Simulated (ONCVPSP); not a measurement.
# cobalt: one change to an ONCV potential, before and after

```
Element                 : Co (Z = 27)
Generator               : ONCVPSP 4.0.1
Type                    : optimised norm-conserving Vanderbilt (ONCV)
Functional              : PBE
Relativity              : scalar-relativistic
Frozen core             : [Ne]
Valence charge          : 17
Reference configuration : 3s2 3p6 3d7 4s1.5 4p0.5
Partial waves           : 3s+4s: rc 1.40 bohr, ncon 3, nbas 7, qcut 8.8 1/bohr, 2 projectors; 3p+4p: rc 1.65 bohr, ncon 5, nbas 8, qcut 6.6 1/bohr, 2 projectors; 3d: rc 1.40 bohr, ncon 4, nbas 9, qcut 12.6 1/bohr, 2 projectors, debl 1.5 Ha
Local potential         : polynomial inside 0.90 bohr (lpopt 5, dvloc0 1 Ha)
Core correction         : Teter function fitted to the true core (icmod 2), fcfact 0.75
```

All-electron outer shells of the reference configuration (PBE, scalar-relativistic, ld1.x):

| shell | level (eV) | outermost node (bohr) | outermost maximum (bohr) |
| --- | --- | --- | --- |
| 2s | -899.93 | 0.08 | 0.21 |
| 2p | -770.87 | – | 0.17 |
| 3s | -103.38 | 0.31 | 0.66 |
| 3p | -66.62 | 0.28 | 0.68 |
| 3d | -9.16 | – | 0.66 |
| 4s | -6.09 | 0.96 | 2.29 |
| 4p | -1.73 | 1.05 | 3.17 |

Change: d: qcut 11.4.

Cutoffs: the cutoffs (Ha) at which the residual kinetic energy of the hardest occupied pseudo-wave falls to 1 and 0.1 mHa per electron; they do not see the model core or the augmentation charge, which bear on the density cutoff. Errors are all-electron minus pseudo energies relative to the spin-unpolarised reference configuration.

Problem. What does the change do?

Solution. The potential gets neither clearly harder nor softer (57 Ha and 70 Ha → 52 Ha and 70 Ha); of the 4 tests that both files solve, the error grows in 2 and shrinks in 0 by more than 15 % and 0.3 meV (median size 0.2 → 0.3 meV); neither file shows a bound ghost.

```tsv
quantity	base	changed
cutoff, loose	57 Ha	52 Ha
cutoff, tight	70 Ha	70 Ha
loose cutoff by channel	s 20 Ha, p 52 Ha, d 57 Ha	s 20 Ha, p 52 Ha, d 51 Ha
bound ghosts	none	none
GHOST(+) flags under 300 eV	none	none
error for 3s2 3p6 3d7 4s2 4p0, meV [ΔE -2.14 eV]	+0.2	+0.2
error for 3s2 3p6 3d7 4s1 4p0, meV [ΔE 6.90 eV]	-0.2	-0.2
error for 3s2 3p6 3d7 4s0 4p0, meV [ΔE 23.68 eV]	0.0	+0.4
error for 3s2 3p6 3d8 4s0 4p0, meV [ΔE 4.34 eV]	+13	+17
s: phases at 1.42 bohr within 0.05 rad from the reference energy up to (Ha; the scan ends near 5)	to the end of the scan	to the end of the scan
p: phases at 1.68 bohr within 0.05 rad from the reference energy up to (Ha; the scan ends near 5)	to the end of the scan	to the end of the scan
d: phases at 1.42 bohr within 0.05 rad from the reference energy up to (Ha; the scan ends near 5)	to the end of the scan	to the end of the scan
rms error of d²Exc/dni dnj with the model core, mHa	1.47	1.42
```
